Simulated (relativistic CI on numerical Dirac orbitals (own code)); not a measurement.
Computed by Dirac-Coulomb-Breit CI, orbitals from a KLI potential per configuration, model QED (radiative potential, 1s self-energy scaled to tabulated hydrogen-like ionisation energies), unscaled Slater integrals (own radial code, finite nucleus).

The strongest absorption lines from the ground level of an ion, among the configurations computed and to levels below about 217 eV (vacuum wavelength in Å, gf): 59.173 (0.53), 59.873 (0.73), 59.909 (7.2), 60.198 (0.41), 60.946 (1.1), 61.104 (2.9), 76.546 (0.39), 79.133 (0.37).

(1) Which ion is it?
A. Tm³²⁺
B. Tm³⁰⁺
C. Dy²⁷⁺
D. Re³⁶⁺

## Answers

(1) B. Tm³⁰⁺ has 39 electrons and the ground level 4s²4p⁶4d³ ⁴F3/2; the strongest line goes to 4s²4p⁶4d²4f ⁴G°5/2. The pattern of lines fixes the number of electrons, and along that sequence the line energies rise steadily with the charge (about as its square where n changes within one kind of shell, about linearly where n is kept but much faster in heavy ions where fine structure, which grows about as Z⁴, sets the gap, and irregularly where shells cross), which fixes Z. Configurations outside the model, such as inner-shell arrays, can give stronger lines. At this charge energies of transitions that change n are usually good to better than 1 %, and those within a shell (Δn = 0) to a few per cent. Terms inside the open d or f shell come out 10 to 20 % too wide with unscaled integrals.

LS names give the leading component of a level, which can be under half, so a name can repeat, a term be missing and a line seem to break the LS rules.
